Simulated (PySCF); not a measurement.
# Adding and removing an electron: ZnO

TPSS; PySCF, no relativity, basis sets Zn def2-SVPD, O def2-SVPD. Neutral (UKS): triplet (σ ↑, π ↑), Re = 1.873 Å, ωe = 524 cm⁻¹, De = 2.04 eV, HOMO -5.53 eV, LUMO -5.13 eV.

ZnO⁻ (UKS): doublet (σ ↑), Re = 1.766 Å, ωe = 650 cm⁻¹, De = 2.69 eV to Zn + O⁻. The energies at the minima are -1854.22446 hartree for ZnO and -1854.30452 for ZnO⁻.

Q: Work out the adiabatic electron affinity, without and with harmonic zero-point energies (1 hartree = 27.2114 eV, 1 eV = 8065.5 cm⁻¹), and the change of the bond length.

A: At TPSS: 0.08006 hartree = 2.179 eV between the minima; the zero-point term (524.0 − 650.0)/2 cm⁻¹ = -0.008 eV makes it 2.171 eV. Re changes by -10.7 pm against the neutral. The electron enters a π orbital; the charge polarises the partner, so the anion is bound more strongly.

For an ion De counts to the pair picked by the measured ionisation energies or electron affinities, which need not be the lowest pair at this level. The highest Kohn–Sham level is positive in this anion. Much of that is self-interaction error, but it also means that the finite basis helps to hold the extra electron. States were picked by a PBE0 search and need not be the measured ground states.
